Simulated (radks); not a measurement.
Question: Radial electron density D(r) = 4 pi r^2 rho(r) of an atom or ion with 2 electrons. All-electron calculation, scalar-relativistic Kohn-Sham, r2SCAN, spin-polarised, spherical densities, finite nucleus; meta-GGA in the generalised Kohn-Sham scheme; Fermi nuclear charge, rms radius of each element as measured or else 0.836 A^(1/3) + 0.57 fm. Program: a radial shooting solver on a logarithmic mesh with Libxc functionals.

r (bohr),D(r) (e/bohr)
0.009744,0.1317
0.01134,0.1751
0.01331,0.2354
0.0155,0.3107
0.01804,0.4084
0.021,0.5340
0.02445,0.6943
0.02869,0.9086
0.0334,1.164
0.03889,1.477
0.04527,1.855
0.0527,2.300
0.06185,2.841
0.072,3.413
0.08382,4.022
0.09758,4.635
0.1145,5.232
0.1333,5.693
0.1552,5.984
0.1807,6.042
0.2103,5.827
0.2468,5.295
0.2873,4.538
0.3345,3.621
0.3894,2.660
0.4533,1.776
0.532,1.029
0.6193,0.5361
0.721,0.2402
0.8394,0.09033
0.9771,0.02772

What is the nuclear charge?

Answer: Z = 6. The innermost maximum, from 1s, lies near gamma/Z bohr with gamma = sqrt(1 - (Z/c)^2) = 0.999, here 0.167 bohr (found: 0.174), and its height grows with Z. The density is that of the carbon ion C4+ in [He]; the configuration itself is not fixed sharply by these data. D(r) has 1 maximum, at r = 0.174 bohr.
